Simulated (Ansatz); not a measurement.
One change: `C[S][GeH]([CH3])[Cl]` becomes `[CH3][GeH]([Cl])[Cl]`.

Ansatz, PBE0-D4/def2-TZVP geometries, multiplicity 1. Each molecule was computed in one conformer, which needn't be the lowest.

Scalar relativity is left out up to krypton.

```tsv
property	`C[S][GeH]([CH3])[Cl]`
LUMO energy (PBE0/def2-TZVPP) / eV	-0.05
size of the dipole moment (PBE/def2-TZVPP) / D	3.34
HOMO–LUMO gap (PBE0/def2-TZVPP) / eV	6.90
HOMO energy (ωB97M-V/def2-TZVPP) / eV	-9.15
LUMO energy (B3LYP/def2-TZVPP) / eV	-0.28
ideal-gas entropy at 298 K and 1 bar (rigid rotor, harmonic PBE0-D4/def2-TZVP) / J/(mol·K)	402
```

Problem. Give the same properties after the change, and the shifts. (An estimate is asked.)

Solution. Ansatz gave: 
```csv
property,`[CH3][GeH]([Cl])[Cl]`,shift
LUMO energy (PBE0/def2-TZVPP) / eV,-0.31,-0.26
size of the dipole moment (PBE/def2-TZVPP) / D,2.62,-0.72
HOMO–LUMO gap (PBE0/def2-TZVPP) / eV,8.42,1.52
HOMO energy (ωB97M-V/def2-TZVPP) / eV,-10.94,-1.79
LUMO energy (B3LYP/def2-TZVPP) / eV,-0.62,-0.34
"ideal-gas entropy at 298 K and 1 bar (rigid rotor, harmonic PBE0-D4/def2-TZVP) / J/(mol·K)",346,-56
```

With PBE0 the HOMO falls by 1.78 eV and the LUMO falls by 0.26 eV, so the gap widens by about 1.52 eV. PBE moves the HOMO by -1.66 eV and ωB97M-V by -1.79 eV. The zero-point energy changes by -98.7 kJ/mol with -12 modes. Dipoles are sizes alone; their direction can turn. Modes under 60 cm⁻¹, often nearly free rotors, make the harmonic entropy too high.

B3LYP here is the variant with VWN-RPA as its local correlation; programs differ in this.
